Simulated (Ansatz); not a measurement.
Single points on the cluster Hf₄.

```yaml
crystal:
  periodic: [false, false, false]
  atoms:
    - {symbol: Hf, position_ang: [-1.034877, -1.224891, -0.652958]}
    - {symbol: Hf, position_ang: [0.987959, 0.696778, -1.239392]}
    - {symbol: Hf, position_ang: [1.076561, -0.667840, 1.180143]}
    - {symbol: Hf, position_ang: [-1.029643, 1.195952, 0.712207]}
basis:
  gaussian: {orbitals: def2-TZVP, initial_orbitals: start.molden}
magnetization: {spin_polarized: true, initial_magnetization: 4}
hamiltonian: {xc: {name: wB97X-V}}
scf: {omitted_lower_state_checks: [starts]}
output: {orbitals: {seedname: orbitals}}
```

The file start.molden holds the orbitals of an earlier run on this structure, at another level or in another basis.

```sh
$ ansatz run in.yaml --threads 4 --pin off --events-out ev --progress --plain --max-ram 3916MiB
```

It prints (some lines left out):

```
Functional definition: wB97X-V
1432 factors; their error is unknown
320 factors; integrals over basis functions are off by at most 9.2e-6 eV
mean field evaluation 1: about -5213.1040 eV, gradient 4.4e0 eV
mean field evaluation 2: about -5213.4680 eV, gradient 7.0e-1 eV
mean field evaluation 4: about -5213.4993 eV, gradient 1.1e-1 eV
mean field evaluation 8: about -5213.4995 eV, gradient 5.0e-5 eV
mean field -5213.49953179 eV, -191.5925739565 hartree, gradient 7.4e-6 eV, S^2 6.431533; 0 other end points of the search recorded, 0 dependent functions left out
reference -5213.49953085 eV, -191.5925739219 hartree; 26, 22 occupied and 134, 138 virtual orbitals, 1432 factors
Total energy: -5213.49953085 eV, -191.5925739219 hartree
Checks for a lower state left out: starts
```

Hardware: 4 threads of Arm Neoverse V1 on a shared host. Wall time 1.8 min, peak host memory 1.3 GiB.

First input, but with `hamiltonian: {xc: {name: PBE-QIDH}}` and without the key `output` (abridged; 2.5 min):

```
Functional definition: PBE-QIDH
mean field evaluation 16: about -5194.0224 eV, gradient 1.2e-2 eV
mean field evaluation 32: about -5194.0228 eV, gradient 2.1e-3 eV
mean field -5194.02285195 eV, -190.8768191741 hartree, gradient 1.0e-9 eV, S^2 7.143945
second order -38.87105538 eV of doubles, -0.00000000 eV of singles
Total energy: -5206.97988176 eV, -191.3529812368 hartree
Checks for a lower state left out: starts
```

First input, but with `hamiltonian: {xc: pbe, dispersion: d4}` (abridged; 7 s):

```
Functional definition: PBE
mean field -5222.58841354 eV, -191.9265842001 hartree, gradient 9.9e-6 eV, S^2 6.142864
Total energy: -5222.70963314 eV, -191.9310389380 hartree
Checks for a lower state left out: starts
```

The first input with `hamiltonian: {xc: pbe0, dispersion: d4}` (abridged; 23 s):

```
Functional definition: PBE0
mean field -5217.62603863 eV, -191.7442202858 hartree, gradient 6.8e-6 eV, S^2 6.399838
Total energy: -5217.73002184 eV, -191.7480415982 hartree
Checks for a lower state left out: starts
```

The first input with `hamiltonian: {xc: lda}` (abridged; 7 s):

```
Functional definition: SPW92
mean field evaluation 16: about -5208.6867 eV, gradient 5.6e-5 eV
mean field -5208.68668767 eV, -191.4157051971 hartree, gradient 2.5e-6 eV, S^2 6.053261
Total energy: -5208.68672083 eV, -191.4157064158 hartree
Checks for a lower state left out: starts
```

First input, but with `hamiltonian: {xc: {name: r2SCANh}, dispersion: d4}` (abridged; 25 s):

```
Functional definition: r2SCANh
mean field -5219.21740226 eV, -191.8027018206 hartree, gradient 1.1e-5 eV, S^2 6.610566
Total energy: -5219.23940957 eV, -191.8035105743 hartree
Checks for a lower state left out: starts
```

As the first input, with `hamiltonian: {xc: r2scan, dispersion: d4}` (abridged; 18 s):

```
Functional definition: r2SCAN
mean field -5221.37024279 eV, -191.8818172506 hartree, gradient 1.1e-5 eV, S^2 6.521319
Total energy: -5221.38755534 eV, -191.8824534750 hartree
Checks for a lower state left out: starts
```

Geometry: PBE-D4/def2-SVP.

In the def2 sets Hf takes a core potential; there is no spin–orbit coupling. Correlated methods freeze no core orbitals; core or outer-core shells of Hf are correlated, in sets that lack core-valence functions. At ωB97X-V/def2-TZVP, PBE-QIDH/def2-TZVP, PBE-D4/def2-TZVP, PBE0-D4/def2-TZVP and others the charge 0 quintet is spin-contaminated (final ⟨S²⟩ up to 7.14, 6.00 for a pure state). At LDA (SPW92)/def2-TZVP the gap within one spin of the charge 0 quintet nearly closes, so an electron or hole may be smeared out by delocalisation error. The order of the spin states hangs on the level: the singlet lies 0.16 eV below the quintet at LDA (SPW92)/def2-TZVP, but 0.40 eV above it at ωB97X-V/def2-TZVP. The singlet is doubtful at LDA (SPW92)/def2-TZVP (restricted singlet, unstable towards broken spin symmetry at other levels and untested here). The quintet is doubtful at ωB97X-V/def2-TZVP (⟨S²⟩ 6.43, where a pure state has 6.00). The singlet is doubtful at ωB97X-V/def2-TZVP (restricted singlet, unstable towards broken spin symmetry at other levels and untested here). The structure comes from a short search, and lower isomers may exist.
